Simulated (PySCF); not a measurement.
Diatomics with 63 electrons

PBE0 in PySCF with def2-SVP on every atom (core potentials on Cd, Te, I, Cs), for the lowest determinant that a PBE0 search found; no spin–orbit coupling. All have 63 electrons, 7 of them in the valence shells, and the same state, a doublet (π ↑). For ions De leads to the atom and ion picked by measured ionisation energies and electron affinities.

```csv
species,difference of nuclear charges,Re (Å),ωe (cm⁻¹),k (mdyn/Å),De (eV),dissociates to,Mayer bond order
NaTe,41,2.806,233,0.624,2.12,Na + Te,0.87
CsO,47,2.557,352,1.04,2.56,Cs + O,0.81
CdS⁺,32,2.354,338,1.68,1.66,Cd⁺ + S,1.31
NaI⁺,42,3.158,127,0.184,0.44,Na⁺ + I,0.32
CsF⁺,46,3.206,101,0.0997,0.18,Cs⁺ + F,0.10
```

**Question.** Which member of the whole set has the stiffest bond, and how does it compare with the softest?

**Answer.** CdS⁺ with k = 1.68 mdyn/Å, 17 times that of CsF⁺.

Weak bonds: CsF⁺, NaI⁺. Basis-set superposition, not corrected here, can be much of De in a small basis, most of all at correlated wavefunction levels. Functionals without a dispersion term scatter widely for such bonds, and LDA overbinds them. These are scalar-relativistic numbers at best; spin–orbit coupling would shift them, the dissociation energy most. For an ion De counts to the pair picked by the measured ionisation energies or electron affinities, which need not be the lowest pair at this level. States were picked by a PBE0 search and need not be the measured ground states.
